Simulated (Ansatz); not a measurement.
LiO-, multiplicity 3 (lowest of 2S+1 = 1, 3, 5 at CCSD(T)/def2-TZVPP on PBE0 minima; our sources give no spin for the ground state, which may be another), most abundant isotopes (7.0160 and 15.9949 u). Constants from fifth-degree fits in 1/R to seven points on the lowest solution found; no spin–orbit coupling, no relativity up to Kr; ω_e x_e and α_e move by some per cent with the fit.

Frozen-core correlation. CBS(a, b) extrapolates the correlation energy as X⁻³ and adds the Hartree–Fock energy of set b.

Codes used: Ansatz (a program for electronic structure). 

```json
[
 {"level": "PBE/def2-TZVPP", "r_e (Å)": "1.7712", "ω_e (cm⁻¹)": "668.9", "ω_e x_e (cm⁻¹)": "7.77", "α_e (cm⁻¹)": "0.0200"},
 {"level": "CCSD(T)/CBS(aug-cc-pVTZ, aug-cc-pVQZ)", "r_e (Å)": "1.7610", "ω_e (cm⁻¹)": "691.2", "ω_e x_e (cm⁻¹)": "8.13", "α_e (cm⁻¹)": "0.0203"}
]
```

Question: Derive the rotational constants, the centrifugal constant, the fundamental, the zero-point energy and the force constant.

Answer: 
μ = 4.87683 u.
- PBE/def2-TZVPP: B_e = 16.8576/(μ r_e²) = 1.1019 cm⁻¹; B₀ = B_e − α_e/2 = 1.0918 cm⁻¹; D = 4B_e³/ω_e² = 1.20e-05 cm⁻¹; fundamental ω_e − 2ω_e x_e = 653 cm⁻¹; zero-point energy ω_e/2 − ω_e x_e/4 = 333 cm⁻¹; k = μ(2πcω_e)² = 129 N/m
- CCSD(T)/CBS(aug-cc-pVTZ, aug-cc-pVQZ): B_e = 16.8576/(μ r_e²) = 1.1146 cm⁻¹; B₀ = B_e − α_e/2 = 1.1045 cm⁻¹; D = 4B_e³/ω_e² = 1.16e-05 cm⁻¹; fundamental ω_e − 2ω_e x_e = 675 cm⁻¹; zero-point energy ω_e/2 − ω_e x_e/4 = 344 cm⁻¹; k = μ(2πcω_e)² = 137 N/m
